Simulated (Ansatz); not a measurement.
The lowest singlet and triplet of C6H4 (SMILES [c]1cc[c]cc1); geometries from B3LYP-D3(BJ)/def2-TZVP, each state relaxed from the structure named, with no frequency check, low spin by broken symmetry.
Singlet (charge 0, multiplicity 1):
```xyz
10

C     -0.0529     1.3307    -0.0431
C      1.1861     0.7559    -0.0366
C      1.2425    -0.6602     0.0093
C      0.0529    -1.3307     0.0431
C     -1.1861    -0.7559     0.0366
C     -1.2425     0.6602    -0.0093
H      2.1060     1.3259    -0.0645
H      2.2047    -1.1560     0.0159
H     -2.1060    -1.3259     0.0645
H     -2.2047     1.1560    -0.0159
```

A positive gap puts the triplet lower; no zero-point energy. R- takes a restricted singlet, here one determinant of a half-filled degenerate or near-degenerate pair, which mixes singlet states. U- takes an unrestricted singlet (broken symmetry where lower, unprojected). The triplet is unrestricted in single-reference levels. Active spaces average the two states.

Frozen-core correlation.

The values were computed with Ansatz (Gaussian basis) for Hartree–Fock, density functionals and correlated methods. 

| level | gap E(singlet) − E(triplet), vertical, at the singlet's geometry (eV) |
|---|---|
| R-HF/cc-pVDZ | 3.850 |
| U-SVWN5/def2-TZVPP (spin-contaminated) | -0.268 |
| R-BHLYP/def2-TZVPP | 1.717 |
| U-BHLYP/def2-TZVPP (spin-contaminated) | ? |
| U-wB97X-V/def2-TZVPP (spin-contaminated) | -0.110 |
| U-wB97M-V/def2-TZVPP (spin-contaminated) | -0.120 |
| R-MP2/cc-pVDZ | ? |
| FIC-MRCISD+Q on SA-CASSCF(2,2)/cc-pVDZ | -0.124 |
| FIC-MRCISD+Q on SA-CASSCF(2,2)/cc-pVTZ | -0.111 |

Question: What belongs in the gaps?

Answer: 
- U-BHLYP/def2-TZVPP (spin-contaminated), gap E(singlet) − E(triplet), vertical, at the singlet's geometry (eV): -0.097
- R-MP2/cc-pVDZ, gap E(singlet) − E(triplet), vertical, at the singlet's geometry (eV): -1.736

Doubts at one or more of the structures used: a restricted determinant that unrestricted orbitals would lower (R-HF/cc-pVDZ, R-BHLYP/def2-TZVPP, R-MP2/cc-pVDZ); a spin-contaminated determinant (R-HF/cc-pVDZ, R-MP2/cc-pVDZ).

Ansatz is a first-principles code.
